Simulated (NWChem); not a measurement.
System: CH₄FGa; SMILES [F][GaH][CH3]

NWChem input:

```
start job
memory heap 200 mb stack 900 mb global 1100 mb
geometry units angstroms noautoz
  Ga    -0.307313    -0.067584    -0.000102
  H     -1.823011    -0.448326    -0.001014
  F      0.748003    -1.481715     0.001184
  C      0.619101     1.649668     0.000986
  H      0.351252     2.228299     0.898965
  H      0.324261     2.246475    -0.876241
  H      1.707805     1.501115    -0.016267
end
basis spherical
  * library def2-svp
end
dft
  xc revpbe cpbe96
  iterations 150
  mulliken
end
task dft energy
```

Excerpt of the output:

```
             Northwest Computational Chemistry Package (NWChem) 7.3.0
             --------------------------------------------------------

 C1  symmetry detected

                             Geometry "geometry" -> ""
                             -------------------------

 Output coordinates in angstroms (scale by  1.889725989 to convert to a.u.)

  No.       Tag          Charge          X              Y              Z
 ---- ---------------- ---------- -------------- -------------- --------------
    1 Ga                  31.0000    -0.33936736    -0.05383086    -0.00007497
    2 H                    1.0000    -1.86919787    -0.37308549     0.00083335
    3 F                    9.0000     0.65801186    -1.50940452    -0.00000385
    4 C                    6.0000     0.65560462     1.62462953    -0.00014600
    5 H                    1.0000     0.41240062     2.21358484     0.89813383
    6 H                    1.0000     0.38404671     2.23286545    -0.87703927
    7 H                    1.0000     1.73740414     1.43225526    -0.01869330

 Effective nuclear repulsion energy (a.u.)     189.6817503532

  pbe96 is a nonlocal functional; adding pw91lda local functional.

                                 NWChem DFT Module
                                 -----------------

 Summary of "ao basis" -> "ao basis" (spherical)
 ------------------------------------------------------------------------------
       Tag                 Description            Shells   Functions and Types
 ---------------- ------------------------------  ------  ---------------------
 Ga                         def2-svp                12       32   5s4p3d
 H                          def2-svp                 3        5   2s1p
 F                          def2-svp                 6       14   3s2p1d
 C                          def2-svp                 6       14   3s2p1d

            General Information
            -------------------
          SCF calculation type: DFT
          Wavefunction type:  closed shell.
          No. of atoms     :     7
          No. of electrons :    50
           Alpha electrons :    25
            Beta electrons :    25
          Charge           :     0
          Spin multiplicity:     1
          Use of symmetry is: off; symmetry adaption is: off
          Maximum number of iterations: 150
          AO basis - number of functions:    80
                     number of shells:    36
          Convergence on energy requested:  1.00D-06
          Convergence on density requested:  1.00D-05
          Convergence on gradient requested:  5.00D-04

              XC Information
              --------------
                        RevPBE Exchange Functional  1.000
            Perdew 1991 LDA Correlation Functional  1.000 local
           PerdewBurkeErnz. Correlation Functional  1.000 non-local

             Grid Information
             ----------------
          Grid used for XC integration:  medium
          Radial quadrature: Mura-Knowles
          Angular quadrature: Lebedev.
          Tag              B.-S. Rad. Rad. Pts. Rad. Cut. Ang. Pts.
          ---              ---------- --------- --------- ---------
          Ga                  1.30      112           8.0       590
          H                   0.35       45          11.0       434
          F                   0.50       49          10.0       434
          C                   0.70       49          10.0       434
          Grid pruning is: on
          Number of quadrature shells:   390
          Spatial weights used:  Erf1

      Superposition of Atomic Density Guess
      -------------------------------------

 Sum of atomic energies:       -2061.89029899

      Non-variational initial energy
      ------------------------------

 Total energy =   -2062.644533
 1-e energy   =   -3253.685277
 2-e energy   =    1001.358994
 HOMO         =      -0.343526
 LUMO         =       0.015542

     ---------------------------------------------
      Total Density - Mulliken Population Analysis
     ---------------------------------------------

    Atom       Charge   Shell Charges
 -----------   ------   -------------------------------------------------------
    1 Ga  31    29.89   2.00  2.00  2.00  0.90  0.20  6.00  5.98  0.53  0.21  8.10  1.83  0.15
    2 H    1     1.13   0.66  0.46  0.01
    3 F    9     9.74   1.99  1.16  0.80  3.57  2.21  0.00
    4 C    6     6.64   1.99  0.96  0.29  2.11  1.27  0.01
    5 H    1     0.86   0.65  0.19  0.03
    6 H    1     0.86   0.65  0.19  0.03
    7 H    1     0.87   0.66  0.19  0.03

   convergence    iter        energy       DeltaE   RMS-Dens  Diis-err
 ---------------- ----- ----------------- --------- --------- ---------
 d= 0,ls=0.0,diis     1  -2064.6145418739 -2.25D+03  2.97D-02  6.83D-01
 d= 0,ls=0.0,diis     2  -2063.8342108989  7.80D-01  2.13D-02  8.84D+00
 d= 0,ls=0.0,diis     3  -2064.6981813252 -8.64D-01  2.66D-03  5.73D-02
 d= 0,ls=0.0,diis     4  -2064.6992936632 -1.11D-03  1.57D-03  3.56D-02
 d= 0,ls=0.0,diis     5  -2064.7027163971 -3.42D-03  3.27D-04  9.28D-04
  Resetting Diis
 d= 0,ls=0.0,diis     6  -2064.7028359446 -1.20D-04  9.86D-05  1.05D-04
 d= 0,ls=0.0,diis     7  -2064.7028449010 -8.96D-06  6.46D-05  6.81D-06
 d= 0,ls=0.0,diis     8  -2064.7028442225  6.78D-07  3.20D-05  1.69D-05
 d= 0,ls=0.0,diis     9  -2064.7028456456 -1.42D-06  5.77D-06  1.85D-07
 d= 0,ls=0.0,diis    10  -2064.7028456672 -2.15D-08  1.41D-06  2.76D-08

         Total DFT energy =    -2064.702845667151
      One electron energy =    -3254.617919960556
           Coulomb energy =     1092.468559087747
    Exchange-Corr. energy =      -92.235235147516
 Nuclear repulsion energy =      189.681750353175

 Numeric. integr. density =       50.000010325587

                       DFT Final Molecular Orbital Analysis
                       ------------------------------------

 Vector   23  Occ=2.000000D+00  E=-3.048658D-01
              MO Center=  4.3D-01, -4.8D-01, -1.5D-04, r^2= 2.8D+00
   Bfn.  Coefficient  Atom+Function         Bfn.  Coefficient  Atom+Function
  ----- ------------  ---------------      ----- ------------  ---------------
    41      0.501984  3 F  px                44     -0.337658  3 F  px
    56      0.230521  4 C  py                13     -0.215369  1 Ga py
     4     -0.153672  1 Ga s                 10      0.124391  1 Ga py
    42     -0.123582  3 F  py                 3      0.110893  1 Ga s
     5     -0.106275  1 Ga s                 55      0.095140  4 C  px

 Vector   24  Occ=2.000000D+00  E=-3.020275D-01
              MO Center=  6.0D-01, -1.4D+00,  3.4D-04, r^2= 8.1D-01
   Bfn.  Coefficient  Atom+Function         Bfn.  Coefficient  Atom+Function
  ----- ------------  ---------------      ----- ------------  ---------------
    43      0.636297  3 F  pz                46     -0.440388  3 F  pz
    17     -0.109107  1 Ga pz                14     -0.103167  1 Ga pz
    19     -0.069267  1 Ga d -1              11      0.056311  1 Ga pz
    57      0.047739  4 C  pz                29      0.043639  1 Ga d -1
    21     -0.041228  1 Ga d  1              66      0.039625  5 H  s

 Vector   25  Occ=2.000000D+00  E=-2.530823D-01
              MO Center= -9.7D-02,  7.1D-02,  3.8D-05, r^2= 3.5D+00
   Bfn.  Coefficient  Atom+Function         Bfn.  Coefficient  Atom+Function
  ----- ------------  ---------------      ----- ------------  ---------------
    56      0.285398  4 C  py                41     -0.282352  3 F  px
    33      0.265706  2 H  s                 34      0.254312  2 H  s
    42     -0.226780  3 F  py                59      0.204556  4 C  py
    44      0.199154  3 F  px                55      0.175378  4 C  px
    54     -0.173068  4 C  s                 12     -0.167230  1 Ga px

 Vector   26  Occ=0.000000D+00  E=-6.176207D-02
              MO Center= -3.7D-01, -5.5D-02, -1.9D-03, r^2= 3.6D+00
   Bfn.  Coefficient  Atom+Function         Bfn.  Coefficient  Atom+Function
  ----- ------------  ---------------      ----- ------------  ---------------
    17      0.684494  1 Ga pz                14      0.468973  1 Ga pz
    11     -0.227073  1 Ga pz                43      0.200881  3 F  pz
    46     -0.169038  3 F  pz                67     -0.156649  5 H  s
    72      0.152772  6 H  s                 66     -0.106900  5 H  s
    71      0.104451  6 H  s                  8      0.073195  1 Ga pz

 Vector   27  Occ=0.000000D+00  E=-1.102461D-02
              MO Center= -1.1D-01,  2.1D-01,  4.4D-03, r^2= 4.8D+00
   Bfn.  Coefficient  Atom+Function         Bfn.  Coefficient  Atom+Function
  ----- ------------  ---------------      ----- ------------  ---------------
    54     -1.116084  4 C  s                  5      1.100469  1 Ga s
    34     -0.628677  2 H  s                  4      0.467840  1 Ga s
    67      0.351959  5 H  s                 72      0.347965  6 H  s
    40     -0.250511  3 F  s                  3     -0.248162  1 Ga s
    33     -0.232899  2 H  s                 53     -0.222505  4 C  s

 Vector   28  Occ=0.000000D+00  E= 2.738254D-02
              MO Center= -5.0D-01,  4.7D-01,  3.0D-04, r^2= 5.5D+00
   Bfn.  Coefficient  Atom+Function         Bfn.  Coefficient  Atom+Function
  ----- ------------  ---------------      ----- ------------  ---------------
    54      1.242044  4 C  s                 16     -1.003918  1 Ga py
    77     -0.506812  7 H  s                  5     -0.501635  1 Ga s
    15      0.335939  1 Ga px                40     -0.308615  3 F  s
     4      0.226879  1 Ga s                 67     -0.225375  5 H  s
    72     -0.221738  6 H  s                 34      0.214341  2 H  s

     ---------------------------------------------
      Total Density - Mulliken Population Analysis
     ---------------------------------------------

    Atom       Charge   Shell Charges
 -----------   ------   -------------------------------------------------------
    1 Ga  31    30.49   2.00  2.00  1.99  1.09  0.10  6.00  5.98  0.86  0.32  8.02  1.83  0.29
    2 H    1     1.09   0.70  0.38  0.01
    3 F    9     9.36   1.99  1.13  0.82  3.31  2.11  0.00
    4 C    6     6.23   1.98  0.90  0.23  2.09  1.01  0.01
    5 H    1     0.94   0.73  0.19  0.03
    6 H    1     0.94   0.73  0.19  0.03
    7 H    1     0.93   0.73  0.18  0.03

     -------------------------------------------
      Total Density - Lowdin Population Analysis
     -------------------------------------------

    Atom       Charge   Shell Charges
 -----------   ------   -------------------------------------------------------
    1 Ga  31    30.65   2.00  2.00  1.94  0.71  0.30  5.99  5.84  0.99  0.50  7.76  2.04  0.59
    2 H    1     1.09   0.60  0.46  0.02
    3 F    9     9.18   1.98  1.02  0.77  3.19  2.23  0.00
    4 C    6     6.23   1.96  0.58  0.34  1.86  1.44  0.04
    5 H    1     0.95   0.62  0.26  0.07
    6 H    1     0.95   0.62  0.26  0.07
    7 H    1     0.95   0.62  0.26  0.07

     Multipole analysis of the density
     ---------------------------------

     L   x y z        total         alpha         beta         nuclear
     -   - - -        -----         -----         ----         -------
     0   0 0 0     -0.000000    -25.000000    -25.000000     50.000000

     1   1 0 0     -0.246933     -0.123467     -0.123467     -0.000000
     1   0 1 0      0.908188      0.454094      0.454094     -0.000000
     1   0 0 1      0.000549      0.000275      0.000275      0.000000

     2   2 0 0    -22.555542    -41.410478    -41.410478     60.265414
     2   1 1 0      0.979651     -4.820954     -4.820954     10.621559
     2   1 0 1      0.002286      0.001638      0.001638     -0.000989
     2   0 2 0    -23.525267    -98.373923    -98.373923    173.222578
     2   0 1 1      0.003732     -0.000731     -0.000731      0.005194
     2   0 0 2    -19.224211    -12.426448    -12.426448      5.628685
```

Level: revPBE/def2-SVP. Structure relaxed at the PBE0/def2-SVP level.
